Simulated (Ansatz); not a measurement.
Relaxation of a periodic cell of 17 atoms, Nb₁₆N (host Nb, host structure bcc, interstitial N), to a largest force component of 0.08 eV/Å in at most 25 steps.

Method: Ansatz, DFT PBEsol, scalar-relativistic, plane waves, PAW. Settings: cutoff 420 eV, k mesh 2x2x2, fermi-dirac smearing 0.05 eV, no spin polarisation.

```xyz
17
Lattice="6.6000 0.0000 0.0000 0.0000 6.6000 0.0000 0.0000 0.0000 6.6000" Properties=species:S:1:pos:R:3:forces:R:3
Nb 0.000 0.000 0.000 -0.73 -0.01 -0.72
Nb 3.300 0.000 0.000 2.45 -0.17 -4.88
Nb 0.000 3.300 0.000 -0.69 0.06 -0.45
Nb 0.000 0.000 3.300 -0.73 -0.01 0.71
Nb 1.650 1.650 1.650 -2.93 5.70 -0.02
Nb 3.300 3.300 0.000 0.30 0.04 -0.08
Nb 3.300 0.000 3.300 2.53 -0.18 5.02
Nb 4.950 1.650 1.650 0.71 0.70 0.00
Nb 0.000 3.300 3.300 -0.68 0.06 0.45
Nb 1.650 4.950 1.650 -2.10 -4.23 -0.01
Nb 1.650 1.650 4.950 -0.27 0.06 0.00
Nb 3.300 3.300 3.300 0.29 0.04 0.08
Nb 4.950 4.950 1.650 0.76 -0.73 0.00
Nb 4.950 1.650 4.950 0.64 0.43 0.01
Nb 1.650 4.950 4.950 -0.32 -0.09 0.00
Nb 4.950 4.950 4.950 0.72 -0.47 0.01
N 2.477 0.038 1.654 0.06 -1.19 -0.11
```

Where does it end, and by what steps?

The run converged. The threshold is loose, so the end isn't yet a minimum. Limits of this set-up: coarse k mesh, odd electron count without spin. After 11 steps the energy has fallen by 2.487 eV; N17 moved furthest, 0.77 Å.

```tsv
step	energy less start (eV)	largest force component (eV/Å)	accepted
0	0.0000	5.697	yes
1	-0.6662	1.934	yes
2	-1.6357	0.572	yes
3	-1.7038	0.279	yes
4	-1.7117	0.163	yes
5	-1.7298	0.393	yes
6	-1.8514	1.064	yes
7	-2.1086	1.173	yes
8	-2.4041	0.882	yes
9	-2.4718	0.509	yes
10	-2.4863	0.080	yes
11	-2.4875	0.008	yes
```

```xyz
17
Lattice="6.6000 0.0000 0.0000 0.0000 6.6000 0.0000 0.0000 0.0000 6.6000" Properties=species:S:1:pos:R:3
Nb -0.049 0.003 -0.013
Nb 3.252 0.002 -0.291
Nb -0.049 3.302 0.040
Nb -0.049 0.003 3.313
Nb 1.642 1.611 1.650
Nb 3.252 3.302 -0.013
Nb 3.252 0.002 3.591
Nb 4.860 1.611 1.650
Nb -0.049 3.302 3.261
Nb 1.643 4.993 1.650
Nb 1.535 1.720 4.950
Nb 3.252 3.302 3.313
Nb 4.860 4.993 1.650
Nb 4.970 1.720 4.950
Nb 1.535 4.885 4.950
Nb 4.970 4.885 4.950
N 3.249 0.002 1.650
```

Whether the end is a true minimum wasn't checked by a vibrational analysis.

Time of the run: 71 s on 2 threads of Intel(R) Xeon(R) Platinum 8488C (Sapphire Rapids) (shared host), peak memory 0.86 GiB.
